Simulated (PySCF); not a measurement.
Compound: C5H17AlN2.
SMILES: `C[N](C)[AlH2-][N+](C)(C)C`

Torsions of this conformer, `[CH3:1][N:2]([CH3:3])[AlH2-:4][N+:5]([CH3:6])([CH3:7])[CH3:8]`: C1–N2–Al4–N5 -93°, N2–Al4–N5–C6 180°.

The closed-shell ground state was solved at several levels (PySCF, density fitting, gas phase, non-relativistic). Isolated species at its PBE0-D3(BJ)/def2-SVP geometry (one conformer only).

| level | basis functions | total energy (Eh) | HOMO (eV) | LUMO (eV) | gap (eV) | dipole (D) |
| --- | --- | --- | --- | --- | --- | --- |
| KT2/pcSseg-1 | 228 | -560.1233 | -4.28 | -0.15 | 4.13 | 4.67 |
| B3LYP/def2-SVPD | 300 | -552.4668 | -5.26 | -0.02 | 5.24 | 4.65 |

Problem. What might PBE0/pcSseg-1 (228 basis functions) give for the same quantities?

Solution. Total energy -552.1774 Eh, HOMO -5.41 eV, LUMO 0.84 eV, gap 6.25 eV, dipole 4.84 D.

Problem. Over all these levels, which gives the widest orbital gap and which the narrowest?

Solution. PBE0/pcSseg-1 (global hybrid, 25 % exact exchange) has the widest, 6.25 eV, and KT2/pcSseg-1 (GGA) the narrowest, 4.13 eV. The two share the basis. From the narrowest to the widest the HOMO moves by -1.13 eV and the LUMO by +0.99 eV.

Problem. How far do the dipole and the HOMO energy spread over the levels?

Solution. The dipole runs from 4.65 to 4.84 D (mean 4.72 D) and the HOMO from -5.41 to -4.28 eV.
